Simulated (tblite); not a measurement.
Species: C7H6NO (doublet state).
Bonds: C1–C2 (aromatic), C2–N3 (aromatic), N3–C4 (aromatic), C4–C5 (aromatic), C5–C6 (aromatic), C6–C7, C7–O8, O8–C9, C1–C6 (aromatic), C5–C9. Hydrogens: H10 on C2; H11 on C4; H12, H13 on C7; H14, H15 on C9.
Bond orders are those of one Lewis drawing.

Computed with GFN2-xTB (tblite), gas phase: L-BFGS steps from a force-field or distance-geometry start until the largest atomic force falls under 0.01 eV/Å.

Step 2: E = -678.1662 eV
```
atom  x, y, z in Å  |  force x, y, z in eV/Å
C1      1.1064   -1.5002   -0.3831   -0.189   0.178   0.057
C2      2.3159   -0.8443   -0.4368   -0.022  -0.172   0.083
N3      2.3624    0.4679   -0.2322    0.299   0.085  -0.120
C4      1.2773    1.1850    0.0092    0.016  -0.031   0.119
C5      0.0418    0.5860    0.0853    0.017   0.121   0.190
C6     -0.0339   -0.7974   -0.1284   -0.344   0.166   0.095
C7     -1.4982   -1.1311   -0.0322   -0.028   0.160  -0.091
O8     -2.1815    0.1080   -0.1799    0.072   0.144   0.054
C9     -1.3369    1.1214    0.3500    0.021  -0.295  -0.072
H10     3.2298   -1.4149   -0.6301   -0.217   0.635   0.090
H11     1.3380    2.2651    0.1719    0.431  -0.424  -0.131
H12    -1.8239   -1.7216   -0.8767   -0.176  -0.584   0.041
H13    -1.7280   -1.5892    0.9548    0.022  -0.015  -0.432
H14    -1.5201    2.0931   -0.1196   -0.172  -0.239  -0.049
H15    -1.5537    1.1802    1.4259    0.270   0.270   0.167
```

Step 3: E = -678.2276 eV
```
atom  x, y, z in Å  |  force x, y, z in eV/Å
C1      1.0989   -1.4849   -0.3800   -0.305  -0.134   0.065
C2      2.3098   -0.8438   -0.4305   -0.173  -0.050   0.042
N3      2.3680    0.4641   -0.2386    0.243   0.372   0.009
C4      1.2877    1.1809    0.0135   -0.196  -0.388   0.037
C5      0.0461    0.5872    0.0922    0.024   0.251   0.186
C6     -0.0454   -0.7881   -0.1222    0.026  -0.091  -0.115
C7     -1.5007   -1.1297   -0.0441   -0.188   0.147  -0.023
O8     -2.1887    0.1093   -0.1829    0.327   0.138   0.193
C9     -1.3303    1.1144    0.3541   -0.300  -0.014  -0.134
H10     3.2202   -1.3855   -0.6260    0.162   0.199  -0.011
H11     1.3566    2.2443    0.1658    0.422   0.123  -0.037
H12    -1.8306   -1.7448   -0.8689   -0.126  -0.441  -0.073
H13    -1.7270   -1.5898    0.9354   -0.031  -0.063  -0.200
H14    -1.5284    2.0812   -0.1219   -0.100  -0.206  -0.024
H15    -1.5408    1.1932    1.4321    0.215   0.156   0.086
```

Step 4: E = -678.2562 eV
```
atom  x, y, z in Å  |  force x, y, z in eV/Å
C1      1.0896   -1.4779   -0.3770   -0.113  -0.263   0.037
C2      2.3020   -0.8418   -0.4254   -0.061  -0.043  -0.019
N3      2.3750    0.4659   -0.2425    0.091   0.271   0.065
C4      1.2933    1.1733    0.0166   -0.277  -0.166   0.048
C5      0.0467    0.5902    0.0995    0.083   0.174   0.113
C6     -0.0515   -0.7834   -0.1203   -0.011  -0.118  -0.165
C7     -1.5056   -1.1271   -0.0529   -0.141   0.014  -0.038
O8     -2.1882    0.1119   -0.1819    0.200   0.066   0.143
C9     -1.3306    1.1109    0.3553   -0.265   0.108  -0.006
H10     3.2181   -1.3649   -0.6240    0.216  -0.004  -0.041
H11     1.3751    2.2338    0.1615    0.357   0.254  -0.001
H12    -1.8365   -1.7658   -0.8646   -0.074  -0.227  -0.071
H13    -1.7271   -1.5914    0.9207   -0.069  -0.091  -0.023
H14    -1.5353    2.0705   -0.1238   -0.088  -0.067  -0.066
H15    -1.5292    1.2039    1.4370    0.151   0.092   0.024
```

Step 5: E = -678.2694 eV
```
atom  x, y, z in Å  |  force x, y, z in eV/Å
C1      1.0840   -1.4787   -0.3749   -0.011  -0.158   0.030
C2      2.2973   -0.8407   -0.4230    0.053   0.001  -0.043
N3      2.3799    0.4694   -0.2437   -0.137   0.061   0.085
C4      1.2926    1.1694    0.0194   -0.058   0.087   0.041
C5      0.0471    0.5931    0.1051   -0.034   0.009   0.041
C6     -0.0563   -0.7819   -0.1218    0.063  -0.108  -0.158
C7     -1.5100   -1.1261   -0.0589   -0.067  -0.083  -0.015
O8     -2.1858    0.1141   -0.1795   -0.013  -0.007   0.060
C9     -1.3342    1.1108    0.3568   -0.066   0.100   0.055
H10     3.2202   -1.3539   -0.6235    0.142  -0.062  -0.034
H11     1.3912    2.2316    0.1590    0.263   0.202   0.012
H12    -1.8409   -1.7805   -0.8630   -0.048  -0.063  -0.048
H13    -1.7284   -1.5939    0.9126   -0.079  -0.091   0.043
H14    -1.5408    2.0641   -0.1264   -0.094   0.043  -0.096
H15    -1.5204    1.2113    1.4399    0.085   0.069   0.028
```

Problem. Estimate the geometry and energy of step 6. (The exact step hangs on the optimiser's Hessian estimate; all steps are aligned on step 5, rigid shifts and turns removed.)

Solution. E = -678.2758 eV, largest force 0.224 eV/Å
```
atom  x, y, z in Å  |  force x, y, z in eV/Å
C1      1.0815   -1.4818   -0.3735    0.154  -0.063  -0.001
C2      2.2965   -0.8403   -0.4228    0.040   0.012  -0.032
N3      2.3794    0.4717   -0.2427   -0.160  -0.111   0.059
C4      1.2917    1.1700    0.0214   -0.037   0.177   0.050
C5      0.0459    0.5941    0.1082   -0.014  -0.056  -0.022
C6     -0.0572   -0.7831   -0.1253   -0.010  -0.004  -0.086
C7     -1.5130   -1.1272   -0.0615    0.003  -0.102  -0.005
O8     -2.1849    0.1150   -0.1773   -0.113  -0.054   0.028
C9     -1.3367    1.1123    0.3583    0.037   0.053   0.044
H10     3.2236   -1.3502   -0.6239    0.065  -0.046  -0.019
H11     1.4028    2.2341    0.1581    0.189   0.119   0.016
H12    -1.8437   -1.7879   -0.8634   -0.040   0.021  -0.024
H13    -1.7304   -1.5967    0.9099   -0.069  -0.079   0.043
H14    -1.5449    2.0623   -0.1293   -0.088   0.066  -0.088
H15    -1.5151    1.2157    1.4418    0.041   0.068   0.038
```

The energy changes by -0.0064 eV. The first-order estimate −F·Δx gives -0.0088 eV and the mean of the old and new forces, exact on a quadratic surface, -0.0064 eV. The step makes an angle of 43° with the force vector and moves no atom by more than 0.012 Å.

The cost below is that of the whole relaxation. The run took 0.29 s wall on one thread, Arm Neoverse V1 (aarch64) (shared host).
